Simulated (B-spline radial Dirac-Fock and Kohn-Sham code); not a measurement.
## K-line shifts caused by a second vacancy in Fe²⁺

System: the Fe²⁺ ion, [Ar] 3d5 4p1 (not the ground configuration).

Input file task.json (cfg lists n, l and occupation; rrms is the nuclear radius in fm):

```json
{"items": [{
  "Z": 26,
  "q": 2,
  "cfg": [[1, 0, 2], [2, 0, 2], [2, 1, 6], [3, 0, 2], [3, 1, 6], [3, 2, 5], [4, 1, 1]],
  "A": 56,
  "rrms": 3.7377,
  "do": ["binding", "quiet", "double"]
}]}
```

Run with: `python xray_run.py task.json out`

Model: relaxed Dirac-Fock hole states (ΔSCF) with Breit and QED corrections and a finite nucleus. Program: a B-spline atomic structure program. Each two-hole energy is an average over J within one jj subconfiguration, not an observable level; in light atoms, where LS coupling holds, the j-resolved values are not observed lines, and for a K spectator the Kα1 hypersatellite is nearly forbidden. Correlation energy is missing from these numbers.

Lines without a spectator: Kα2 (K-L2) 6389.0 eV, Kα1 (K-L3) 6401.1 eV, Kβ3 (K-M2) 7055.7 eV, Kβ1 (K-M3) 7057.2 eV. Shifts in eV with one spectator hole (a dash: not computed, or left out as unreliable):

| spectator hole | Kα2 | Kα1 | Kβ3 | Kβ1 |
| --- | --- | --- | --- | --- |
| K (1s) | +272.4 | +274.5 | +340.4 | +340.7 |
| L2 (2p1/2) | +24.89 | +30.5 | – | +70.3 |
| L3 (2p3/2) | +28.47 | +27.25 | +68.1 | – |
| M2 (3p1/2) | – | +2.16 | +5.52 | +7.13 |
| M3 (3p3/2) | +1.97 | – | +6.78 | +6.36 |
